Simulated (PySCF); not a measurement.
CH₄N₂OSi, SMILES N#CO[SiH2]N.

The structure is a stationary point at B3LYP-D3(BJ)/def2-SVP. This is a generated structure with no PubChem entry under its InChIKey; it may be hypothetical. One conformer was computed; it need not be the lowest.

Level of theory: r2SCAN/def2-TZVP run with PySCF.

Isolated molecule, no solvent.

Computed frontier levels, gap, dipole moment and polarisability:
The highest occupied level is -7.26 eV and the lowest empty level is -0.40 eV. The orbital gap comes out as 6.86 eV, the dipole moment is 6.11 D and the quadrupole, principal values (traceless, Buckingham form, about the centre of nuclear charge) is -12.51, 5.61, 6.89 D·Å. The mean static polarisability is 51.1 bohr³ (7.57 Å³) and the polarisability, principal values comes out as 41.2, 41.5, 70.6 bohr³.
